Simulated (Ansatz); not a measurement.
Relaxation of a periodic cell of 17 atoms, Si₁₆Ge (host Si, host structure diamond, interstitial Ge), to a largest force component of 0.03 eV/Å in at most 60 steps.

Level of theory: Ansatz, DFT LDA, scalar-relativistic, plane waves, PAW. Settings: PAW set soft_1, cutoff 420 eV, k mesh 2x2x2, fermi-dirac smearing 0.05 eV, no spin polarisation.

```xyz
17
Lattice="0.0000 5.4300 5.4300 5.4300 0.0000 5.4300 5.4300 5.4300 0.0000" Properties=species:S:1:pos:R:3:forces:R:3
Si 0.000 0.000 0.000 -0.06 -0.05 0.07
Si 1.357 1.357 1.357 0.02 -0.02 -0.65
Si 2.715 2.715 0.000 0.05 0.06 0.08
Si 4.072 4.072 1.357 0.00 0.00 0.00
Si 2.715 0.000 2.715 0.61 -0.60 -0.63
Si 4.072 1.357 4.072 0.69 -0.03 -0.03
Si 5.430 2.715 2.715 -0.08 0.08 -0.05
Si 6.787 4.072 4.072 0.03 -0.70 -0.03
Si 0.000 2.715 2.715 -0.73 0.74 -0.80
Si 1.357 4.072 4.072 -0.01 0.76 -0.01
Si 2.715 5.430 2.715 0.08 -0.08 -0.07
Si 4.072 6.787 4.072 -0.77 0.01 -0.01
Si 2.715 2.715 5.430 0.89 0.85 0.82
Si 4.072 4.072 6.787 -0.03 0.02 0.06
Si 5.430 5.430 5.430 -0.87 -0.91 0.84
Si 6.787 6.787 6.787 0.00 0.00 0.81
Ge 6.770 6.802 4.109 0.19 -0.14 -0.40
```

**Question.** Where does it end, and by what steps?

**Answer.** The run converged. Limits of this set-up: PAW files made for another functional, a small cell, in which the defect meets its images. After 3 steps the energy has fallen by 0.289 eV; Si15 moved furthest, 0.07 Å.

```json
{"step": "0", "energy less start (eV)": "0.0000", "largest force component (eV/Å)": "0.910", "accepted": "yes"}
{"step": "1", "energy less start (eV)": "-0.2539", "largest force component (eV/Å)": "0.320", "accepted": "yes"}
{"step": "2", "energy less start (eV)": "-0.2882", "largest force component (eV/Å)": "0.044", "accepted": "yes"}
{"step": "3", "energy less start (eV)": "-0.2886", "largest force component (eV/Å)": "0.018", "accepted": "yes"}
```

```xyz
17
Lattice="0.0000 5.4300 5.4300 5.4300 0.0000 5.4300 5.4300 5.4300 0.0000" Properties=species:S:1:pos:R:3
Si -0.007 -0.006 0.008
Si 1.357 1.358 1.312
Si 2.721 2.722 0.008
Si 4.072 4.073 1.358
Si 2.750 -0.035 2.680
Si 4.119 1.358 4.074
Si 5.422 2.723 2.709
Si 6.786 4.026 4.074
Si -0.038 2.753 2.677
Si 1.357 4.121 4.074
Si 2.722 5.423 2.709
Si 4.024 6.788 4.074
Si 2.755 2.755 5.470
Si 4.070 4.075 6.793
Si 5.390 5.390 5.470
Si 6.787 6.788 6.837
Ge 6.784 6.790 4.081
```

Run time: 27 s on 1 thread of Arm Neoverse V1, on a shared host, peak memory 0.5 GiB.
